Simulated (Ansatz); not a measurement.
The pair A = GeH4 (SMILES [GeH4]) (first 5 atoms), B = CH3I (SMILES CI); geometry from B3LYP-D3(BJ)/def2-TZVP.
(charge 0, multiplicity 1):
| atom | x (Å) | y (Å) | z (Å) |
|---|---|---|---|
| Ge | 0.1737 | 0.2634 | 0.1122 |
| H | -1.0361 | -0.4960 | 0.6764 |
| H | -0.0282 | 0.4817 | -1.3968 |
| H | 1.4535 | -0.5465 | 0.3494 |
| H | 0.2839 | 1.6286 | 0.8071 |
| C | -1.4386 | 1.1313 | 3.6772 |
| I | 0.2821 | -0.0619 | 4.1891 |
| H | -2.0566 | 0.5367 | 3.0146 |
| H | -1.9551 | 1.3684 | 4.5999 |
| H | -1.0751 | 2.0243 | 3.1824 |

Cores are frozen in the correlated methods. Filled d and f shells under p-block atoms count as core.

Codes used: Ansatz (an electronic-structure program) with Gaussian orbitals. Each number belongs to the level named beside it. In def2 rows elements past Kr take small-core potentials, without spin–orbit coupling.

Total energies (hartree), monomers frozen at their geometry in the pair:

| structure | B3LYP/def2-TZVPPD | MP2/def2-SVPD | CCSD(T)/def2-SVPD |
|---|---|---|---|
| AB | -2417.1772402 | -2414.0344296 | -2414.1038035 |
| A in the pair's basis | -2079.4431009 | -2077.5330256 | -2077.5658701 |
| B in the pair's basis | -337.7352979 | -336.4994445 | -336.5361697 |
| A | -2079.4429802 | -2077.5323684 | -2077.5651605 |
| B | -337.7352673 | -336.4981361 | -336.5347163 |

**Question.** Work out the interaction energy without and with the counterpoise correction, and the superposition error, for each level.

**Answer.** 
E(AB) − E(A) − E(B), times 627.509 kcal/mol, with the monomers in their own basis and then in the pair's basis:
- B3LYP/def2-TZVPPD: 0.63 uncorrected, 0.73 corrected; the monomers gain 0.09 kcal/mol from borrowed functions
- MP2/def2-SVPD: -2.46 uncorrected, -1.23 corrected; the monomers gain 1.23 kcal/mol from borrowed functions
- CCSD(T)/def2-SVPD: -2.46 uncorrected, -1.11 corrected; the monomers gain 1.36 kcal/mol from borrowed functions
